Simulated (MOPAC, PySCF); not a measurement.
Torsion H4–N1–Ge2–N3 in GeH4N2 (SMILES [NH2][Ge][NH2]); at each angle all else is relaxed with GFN2-xTB, and the levels are single points there.
Geometry at 0° (charge 0, multiplicity 1):
```json
[
 {"atom": "N", "x (Å)": "1.4078", "y (Å)": "-0.0447", "z (Å)": "-0.1247"},
 {"atom": "Ge", "x (Å)": "0.4873", "y (Å)": "0.1226", "z (Å)": "1.4342"},
 {"atom": "N", "x (Å)": "-0.5523", "y (Å)": "-1.3480", "z (Å)": "1.1847"},
 {"atom": "H", "x (Å)": "1.2915", "y (Å)": "-0.7627", "z (Å)": "-0.8230"},
 {"atom": "H", "x (Å)": "2.1301", "y (Å)": "0.5955", "z (Å)": "-0.4124"},
 {"atom": "H", "x (Å)": "-0.5331", "y (Å)": "-1.9757", "z (Å)": "0.3960"},
 {"atom": "H", "x (Å)": "-1.2497", "y (Å)": "-1.6521", "z (Å)": "1.8447"}
]
```

On the grid 0° to 330°, 60° is the highest and 0° the lowest point at MP2/CBS(cc-pVTZ, cc-pVQZ) + ΔCCSD(T)/cc-pVTZ.

Rows in 6-31G* carry no dispersion term and start afresh at each structure (6-31G* with six Cartesian d functions); the Pople sets are all-electron and without relativity. The state that PM3, PM6 reach isn't checked.

Programs: MOPAC for PM3, PM6 (differences of heats of formation); PySCF for 6-31G* rows. Each number belongs to the level named beside it.

### Question
One of these levels gives 8.72 kcal/mol for the energy at 60° less that at 0°. Name it.
A) HF/6-31G*
B) PM6
C) PM3

### Answer
B, PM6. The others give 5.92 (PM3), 11.63 (HF/6-31G*)
